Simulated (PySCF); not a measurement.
**Which basis set comes closest?**

Molecule: SMILES C1(SC)=CC=NC=C1, C6H7NS.

Molfile (atoms numbered from 1):
```
C6H7NS
     RDKit          3D

 15 15  0  0  0  0  0  0  0  0999 V2000
    2.7767    0.3293   -0.1382 C   0  0  0  0  0  0  0  0  0  0  0  0
    1.7270   -1.1221   -0.2972 S   0  0  0  0  0  0  0  0  0  0  0  0
    0.1140   -0.4734   -0.0753 C   0  0  0  0  0  0  0  0  0  0  0  0
   -0.9599   -1.3741   -0.1409 C   0  0  0  0  0  0  0  0  0  0  0  0
   -2.2513   -0.8912    0.0322 C   0  0  0  0  0  0  0  0  0  0  0  0
   -2.5452    0.3889    0.2599 N   0  0  0  0  0  0  0  0  0  0  0  0
   -1.5246    1.2366    0.3203 C   0  0  0  0  0  0  0  0  0  0  0  0
   -0.1873    0.8719    0.1631 C   0  0  0  0  0  0  0  0  0  0  0  0
    2.6926    0.7849    0.8591 H   0  0  0  0  0  0  0  0  0  0  0  0
    3.8044   -0.0335   -0.2746 H   0  0  0  0  0  0  0  0  0  0  0  0
    2.5598    1.0755   -0.9162 H   0  0  0  0  0  0  0  0  0  0  0  0
   -0.7874   -2.4372   -0.3245 H   0  0  0  0  0  0  0  0  0  0  0  0
   -3.0979   -1.5860   -0.0169 H   0  0  0  0  0  0  0  0  0  0  0  0
   -1.7731    2.2883    0.5075 H   0  0  0  0  0  0  0  0  0  0  0  0
    0.5888    1.6346    0.2288 H   0  0  0  0  0  0  0  0  0  0  0  0
  1  2  1  0
  2  3  1  0
  3  4  2  0
  4  5  1  0
  5  6  2  0
  6  7  1  0
  7  8  2  0
  8  3  1  0
  1  9  1  0
  1 10  1  0
  1 11  1  0
  4 12  1  0
  5 13  1  0
  7 14  1  0
  8 15  1  0
M  END
```

Geometry PBE0-D3(BJ)/def2-SVP throughout; GIAO in PySCF, gas phase, one conformer, non-relativistic; equivalent atoms averaged; functional PBE0.

Reference values (estimated from measurements, as parent shift plus tabulated substituent increments; solution, not stated per compound (mostly CDCl3 or CCl4); Pretsch, Buehlmann, Badertscher, Structure Determination of Organic Compounds, 4th ed. (2009)): δ(C5/C7) = 149.9 ppm, δ(C4/C8) = 120.4 ppm, δ(C3) = 150.5 ppm. Computed shifts are taken against TMS, calculated as an isolated molecule at each level.

How do the basis sets STO-3G, pcSseg-0, 6-31G, 6-31G*, cc-pVDZ, def2-SVP, pcSseg-1, aug-cc-pVDZ, 6-311+G(2d,p), def2-TZVP perform against the reference? Times are CPU seconds on shared hosts with different chips, so compare them loosely.

## Answers


| basis set | functions | C5/C7 | C4/C8 | C3 | mean abs. error C | core-s |
| --- | --- | --- | --- | --- | --- | --- |
| STO-3G | 51 | 120.0 | 103.7 | 127.7 | 23.1 | 5.2 |
| pcSseg-0 | 90 | 162.2 | 127.7 | 159.3 | 9.5 | 9.6 |
| 6-31G | 90 | 144.0 | 116.1 | 147.3 | 4.5 | 11 |
| 6-31G* | 130 | 142.7 | 113.5 | 144.9 | 6.6 | 17 |
| cc-pVDZ | 151 | 147.9 | 118.5 | 152.6 | 2.0 | 21 |
| def2-SVP | 151 | 146.9 | 116.1 | 150.5 | 2.4 | 18 |
| pcSseg-1 | 178 | 155.0 | 122.7 | 157.1 | 4.7 | 25 |
| aug-cc-pVDZ | 251 | 148.6 | 117.1 | 152.8 | 2.3 | 45 |
| 6-311+G(2d,p) | 266 | 153.3 | 120.9 | 156.7 | 3.4 | 44 |
| def2-TZVP | 296 | 154.7 | 122.4 | 159.1 | 5.1 | 58 |

For 13C the closest is cc-pVDZ (2.0 ppm) and the furthest STO-3G (23.1 ppm). Where a smaller basis beats a larger one, errors probably cancel. One molecule is a small sample, and vibrational and solvent effects are absent from the calculation.

A small basis that lands close on one nucleus may do so by chance; judge by the trend and by all nuclei.
